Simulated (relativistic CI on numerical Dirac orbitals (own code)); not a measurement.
Calculated at this level of theory: Dirac-Coulomb-Breit CI, KLI orbitals optimised for each configuration, QED by a radiative potential, unscaled Slater integrals (own radial code, finite nucleus).

Configuration list (outside the closed core 1s2): 2s², 2s2p, 2p², 2p3s, 2p3p, 2s3s, 2s3p, 2s3d, 2s4s, 2s4p, 2s4d, 2s4f, 2s5s, 2s5p, 2s5d, 2s5f, 2s5g, 3s², 3s3p, 3p². Levels of other configurations are missing.

At this charge energies of transitions that change n are usually good to better than 1 %, and those within a shell (Δn = 0) to a few per cent.

Outline of the computed level scheme of Ti XIX. Lowest level of each configuration: 2s² ¹S0 at 0.00 eV; 2s2p ³P°0 at 35.86 eV; 2p² ³P0 at 96.58 eV; 2s3s ³S1 at 764.47 eV; 2s3p ³P°1 at 781.98 eV; 2s3d ³D1 at 792.68 eV; 2p3s ³P°0 at 809.80 eV; 2p3p ³D1 at 820.72 eV; 2s4s ³S1 at 1025.52 eV.

Some strong electric-dipole decays among the lowest 36 levels: 2s3d ³D3 → 2s2p ³P°2 (1.1e+13 s⁻¹); 2s3d ³D2 → 2s2p ³P°1 (8.3e+12 s⁻¹); 2s3d ¹D2 → 2s2p ¹P°1 (7.8e+12 s⁻¹); 2s3d ³D1 → 2s2p ³P°0 (6.3e+12 s⁻¹); 2s3d ³D1 → 2s2p ³P°1 (4.6e+12 s⁻¹); 2p3p ¹D2 → 2s2p ¹P°1 (4.2e+12 s⁻¹); 2p3p ¹S0 → 2s2p ¹P°1 (3.6e+12 s⁻¹); 2p3p ³P0 → 2s2p ³P°1 (3.2e+12 s⁻¹).

LS names give the leading component of a level, which can be under half, so a name can repeat, a term be missing and a line seem to break the LS rules.
